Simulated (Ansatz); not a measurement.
Calculation: r2SCAN-D4/def2-TZVP run with Ansatz (a first-principles code). No frequencies were computed at this level.

Ansatz 0.2 input:
```yaml
crystal:
  periodic: [false, false, false]
  atoms:
    - { symbol: Si, position_ang: [-1.665477, -0.619629, 0.016663] }
    - { symbol: B, position_ang: [-0.123134, 0.569443, -0.3345] }
    - { symbol: Si, position_ang: [1.741993, 0.199426, 0.217566] }
    - { symbol: I, position_ang: [-0.477451, 2.385746, -1.368422] }
    - { symbol: H, position_ang: [-2.227467, -0.323438, 1.344909] }
    - { symbol: H, position_ang: [-1.301569, -2.042831, 0.012036] }
    - { symbol: H, position_ang: [-2.772957, -0.468463, -0.937635] }
    - { symbol: H, position_ang: [1.866511, -0.89734, 1.185998] }
    - { symbol: H, position_ang: [2.554576, -0.170779, -0.952628] }
    - { symbol: H, position_ang: [2.404976, 1.367865, 0.816013] }
basis:
  gaussian: { orbitals: def2-tzvp }
hamiltonian:
  xc: r2scan
  dispersion: d4
relax:
  max_steps: 150
```

Output:

```
Functional definition: r2SCAN
1304 factors; their error is unknown
mean field evaluation 1: about -24625.0942 eV, gradient 4.4e1 eV
mean field evaluation 2: about -24614.0736 eV, gradient 7.5e1 eV
mean field evaluation 4: about -24631.7817 eV, gradient 4.9e0 eV
mean field evaluation 8: about -24631.8460 eV, gradient 6.9e-2 eV
mean field evaluation 16: about -24631.8266 eV, gradient 1.7e-4 eV
mean field -24631.82656529 eV, -905.2029302228 hartree, gradient 2.6e-5 eV, S^2 0.000000; 0 other end points of the search recorded, 0 dependent functions left out
reference -24631.82658033 eV, -905.2029307753 hartree; 32, 32 occupied and 159, 159 virtual orbitals, 1304 factors
relax step   1: F+E_penalty+E_count = -24631.89162884 eV  Δ(F+E_penalty+E_count) = +0.000e0 eV  max|allowed force component| = 3.815e-1 eV/Å  Δτ_max = 0.0000 Å  (28 SCF iters, accepted)
these checks for a lower state are left out or cut short: starts, cluster_reference, orbital_swaps, neighbouring_geometries, increment
1304 factors; their error is unknown
mean field -24631.87804295 eV, -905.2048219917 hartree, gradient 1.5e-5 eV, S^2 0.000000; 0 other end points of the search recorded, 0 dependent functions left out
reference -24631.87805800 eV, -905.2048225448 hartree; 32, 32 occupied and 159, 159 virtual orbitals, 1304 factors
relax step   2: F+E_penalty+E_count = -24631.94307287 eV  Δ(F+E_penalty+E_count) = -5.144e-2 eV  max|allowed force component| = 8.509e-2 eV/Å  Δτ_max = 0.0452 Å  (31 SCF iters, accepted)
these checks for a lower state are left out or cut short: starts, cluster_reference, orbital_swaps, neighbouring_geometries, increment
1304 factors; their error is unknown
mean field evaluation 32: about -24631.8815 eV, gradient 1.9e-5 eV
mean field -24631.88151107 eV, -905.2049494429 hartree, gradient 1.9e-5 eV, S^2 0.000000; 0 other end points of the search recorded, 0 dependent functions left out
reference -24631.88152616 eV, -905.2049499972 hartree; 32, 32 occupied and 159, 159 virtual orbitals, 1304 factors
relax step   3: F+E_penalty+E_count = -24631.94636247 eV  Δ(F+E_penalty+E_count) = -3.290e-3 eV  max|allowed force component| = 3.896e-2 eV/Å  Δτ_max = 0.0236 Å  (31 SCF iters, accepted)
these checks for a lower state are left out or cut short: starts, cluster_reference, orbital_swaps, neighbouring_geometries, increment
1304 factors; their error is unknown
mean field -24631.88180443 eV, -905.2049602236 hartree, gradient 1.9e-5 eV, S^2 0.000000; 0 other end points of the search recorded, 0 dependent functions left out
reference -24631.88181951 eV, -905.2049607780 hartree; 32, 32 occupied and 159, 159 virtual orbitals, 1304 factors
relax step   4: F+E_penalty+E_count = -24631.94665962 eV  Δ(F+E_penalty+E_count) = -2.971e-4 eV  max|allowed force component| = 1.013e-2 eV/Å  Δτ_max = 0.0073 Å  (32 SCF iters, accepted)
these checks for a lower state are left out or cut short: starts, cluster_reference, orbital_swaps, neighbouring_geometries, increment
1304 factors; their error is unknown
mean field -24631.88210303 eV, -905.2049711971 hartree, gradient 1.9e-5 eV, S^2 0.000000; 0 other end points of the search recorded, 0 dependent functions left out
reference -24631.88211812 eV, -905.2049717514 hartree; 32, 32 occupied and 159, 159 virtual orbitals, 1304 factors
relax step   5: F+E_penalty+E_count = -24631.94696899 eV  Δ(F+E_penalty+E_count) = -3.094e-4 eV  max|allowed force component| = 1.530e-2 eV/Å  Δτ_max = 0.0144 Å  (33 SCF iters, accepted)
these checks for a lower state are left out or cut short: starts, cluster_reference, orbital_swaps, neighbouring_geometries, increment
1304 factors; their error is unknown
mean field -24631.88298996 eV, -905.2050037910 hartree, gradient 1.9e-5 eV, S^2 0.000000; 0 other end points of the search recorded, 0 dependent functions left out
reference -24631.88300505 eV, -905.2050043456 hartree; 32, 32 occupied and 159, 159 virtual orbitals, 1304 factors
relax step   6: F+E_penalty+E_count = -24631.94786999 eV  Δ(F+E_penalty+E_count) = -9.010e-4 eV  max|allowed force component| = 2.601e-2 eV/Å  Δτ_max = 0.0676 Å  (31 SCF iters, accepted)
these checks for a lower state are left out or cut short: starts, cluster_reference, orbital_swaps, neighbouring_geometries, increment
1304 factors; their error is unknown
mean field -24631.88354191 eV, -905.2050240750 hartree, gradient 1.9e-5 eV, S^2 0.000000; 0 other end points of the search recorded, 0 dependent functions left out
reference -24631.88355701 eV, -905.2050246298 hartree; 32, 32 occupied and 159, 159 virtual orbitals, 1304 factors
relax step   7: F+E_penalty+E_count = -24631.94842827 eV  Δ(F+E_penalty+E_count) = -5.583e-4 eV  max|allowed force component| = 4.005e-2 eV/Å  Δτ_max = 0.0533 Å  (31 SCF iters, accepted)
these checks for a lower state are left out or cut short: starts, cluster_reference, orbital_swaps, neighbouring_geometries, increment
1304 factors; their error is unknown
mean field evaluation 64: about -24631.8842 eV, gradient 3.1e-5 eV
mean field -24631.88416156 eV, -905.2050468466 hartree, gradient 1.8e-5 eV, S^2 0.000000; 0 other end points of the search recorded, 0 dependent functions left out
reference -24631.88417666 eV, -905.2050474015 hartree; 32, 32 occupied and 159, 159 virtual orbitals, 1304 factors
relax step   8: F+E_penalty+E_count = -24631.94905068 eV  Δ(F+E_penalty+E_count) = -6.224e-4 eV  max|allowed force component| = 5.335e-2 eV/Å  Δτ_max = 0.0495 Å  (30 SCF iters, accepted)
these checks for a lower state are left out or cut short: starts, cluster_reference, orbital_swaps, neighbouring_geometries, increment
1304 factors; their error is unknown
mean field -24631.88468845 eV, -905.2050662094 hartree, gradient 1.9e-5 eV, S^2 0.000000; 0 other end points of the search recorded, 0 dependent functions left out
reference -24631.88470354 eV, -905.2050667639 hartree; 32, 32 occupied and 159, 159 virtual orbitals, 1304 factors
relax step   9: F+E_penalty+E_count = -24631.94960166 eV  Δ(F+E_penalty+E_count) = -5.510e-4 eV  max|allowed force component| = 5.403e-2 eV/Å  Δτ_max = 0.0453 Å  (30 SCF iters, accepted)
these checks for a lower state are left out or cut short: starts, cluster_reference, orbital_swaps, neighbouring_geometries, increment
1304 factors; their error is unknown
mean field -24631.88503512 eV, -905.2050789493 hartree, gradient 1.8e-5 eV, S^2 0.000000; 0 other end points of the search recorded, 0 dependent functions left out
reference -24631.88505019 eV, -905.2050795033 hartree; 32, 32 occupied and 159, 159 virtual orbitals, 1304 factors
relax step  10: F+E_penalty+E_count = -24631.94996411 eV  Δ(F+E_penalty+E_count) = -3.624e-4 eV  max|allowed force component| = 4.868e-2 eV/Å  Δτ_max = 0.0501 Å  (30 SCF iters, accepted)
these checks for a lower state are left out or cut short: starts, cluster_reference, orbital_swaps, neighbouring_geometries, increment
1304 factors; their error is unknown
mean field -24631.88528566 eV, -905.2050881566 hartree, gradient 1.9e-5 eV, S^2 0.000000; 0 other end points of the search recorded, 0 dependent functions left out
reference -24631.88530072 eV, -905.2050887099 hartree; 32, 32 occupied and 159, 159 virtual orbitals, 1304 factors
relax step  11: F+E_penalty+E_count = -24631.95024459 eV  Δ(F+E_penalty+E_count) = -2.805e-4 eV  max|allowed force component| = 3.259e-2 eV/Å  Δτ_max = 0.0276 Å  (32 SCF iters, accepted)
these checks for a lower state are left out or cut short: starts, cluster_reference, orbital_swaps, neighbouring_geometries, increment
1304 factors; their error is unknown
mean field -24631.88542263 eV, -905.2050931900 hartree, gradient 1.8e-5 eV, S^2 0.000000; 0 other end points of the search recorded, 0 dependent functions left out
reference -24631.88543767 eV, -905.2050937429 hartree; 32, 32 occupied and 159, 159 virtual orbitals, 1304 factors
relax step  12: F+E_penalty+E_count = -24631.95038690 eV  Δ(F+E_penalty+E_count) = -1.423e-4 eV  max|allowed force component| = 1.249e-2 eV/Å  Δτ_max = 0.0111 Å  (32 SCF iters, accepted)
these checks for a lower state are left out or cut short: starts, cluster_reference, orbital_swaps, neighbouring_geometries, increment
1304 factors; their error is unknown
mean field evaluation 96: about -24631.9044 eV, gradient 6.8e-1 eV
mean field -24631.88552987 eV, -905.2050971309 hartree, gradient 1.9e-5 eV, S^2 0.000000; 0 other end points of the search recorded, 0 dependent functions left out
reference -24631.88554490 eV, -905.2050976832 hartree; 32, 32 occupied and 159, 159 virtual orbitals, 1304 factors
relax step  13: F+E_penalty+E_count = -24631.95049112 eV  Δ(F+E_penalty+E_count) = -1.042e-4 eV  max|allowed force component| = 1.250e-2 eV/Å  Δτ_max = 0.0208 Å  (32 SCF iters, accepted)
these checks for a lower state are left out or cut short: starts, cluster_reference, orbital_swaps, neighbouring_geometries, increment
1304 factors; their error is unknown
mean field -24631.88558725 eV, -905.2050992398 hartree, gradient 1.8e-5 eV, S^2 0.000000; 0 other end points of the search recorded, 0 dependent functions left out
reference -24631.88560227 eV, -905.2050997918 hartree; 32, 32 occupied and 159, 159 virtual orbitals, 1304 factors
relax step  14: F+E_penalty+E_count = -24631.95054983 eV  Δ(F+E_penalty+E_count) = -5.871e-5 eV  max|allowed force component| = 1.272e-2 eV/Å  Δτ_max = 0.0153 Å  (32 SCF iters, accepted)
these checks for a lower state are left out or cut short: starts, cluster_reference, orbital_swaps, neighbouring_geometries, increment
1304 factors; their error is unknown
mean field -24631.88565024 eV, -905.2051015544 hartree, gradient 1.9e-5 eV, S^2 0.000000; 0 other end points of the search recorded, 0 dependent functions left out
reference -24631.88566523 eV, -905.2051021055 hartree; 32, 32 occupied and 159, 159 virtual orbitals, 1304 factors
relax step  15: F+E_penalty+E_count = -24631.95061646 eV  Δ(F+E_penalty+E_count) = -6.663e-5 eV  max|allowed force component| = 5.278e-3 eV/Å  Δτ_max = 0.0358 Å  (31 SCF iters, accepted)
1304 factors; their error is unknown
mean field evaluation 128: about -24631.8856 eV, gradient 3.1e-2 eV
mean field -24631.88565024 eV, -905.2051015544 hartree, gradient 2.9e-5 eV, S^2 0.000000; 1 other end points of the search recorded, 0 dependent functions left out
reference -24631.88566523 eV, -905.2051021055 hartree; 32, 32 occupied and 159, 159 virtual orbitals, 1304 factors
Total energy: -24631.95063146 eV, -905.2074895702 hartree
Atom 0 at    -1.664606    -0.655213    -0.053364 Å, force    -0.002738     0.003892    -0.001175 eV/Å
Atom 1 at    -0.134708     0.618076    -0.305232 Å, force     0.004498    -0.002669    -0.004421 eV/Å
Atom 2 at     1.749873     0.229552     0.266484 Å, force     0.001495     0.000285     0.002336 eV/Å
Atom 3 at    -0.521280     2.486659    -1.236932 Å, force    -0.000550    -0.003409     0.003230 eV/Å
Atom 4 at    -2.100683    -0.497370     1.365113 Å, force    -0.004262     0.001068     0.002237 eV/Å
Atom 5 at    -1.223096    -2.066920    -0.225469 Å, force     0.003452    -0.000441    -0.000370 eV/Å
Atom 6 at    -2.826175    -0.391313    -0.940842 Å, force     0.000440    -0.000847     0.000581 eV/Å
Atom 7 at     1.788372    -0.666023     1.455652 Å, force     0.000692     0.003262    -0.005278 eV/Å
Atom 8 at     2.380545    -0.506915    -0.868503 Å, force    -0.002881     0.003623     0.003794 eV/Å
Atom 9 at     2.551759     1.449468     0.543092 Å, force    -0.000146    -0.004764    -0.000935 eV/Å
Dipole moment:    -0.004570     0.011437    -0.005552 e Å
```

Cost: around 2.1 core-minutes (rough).
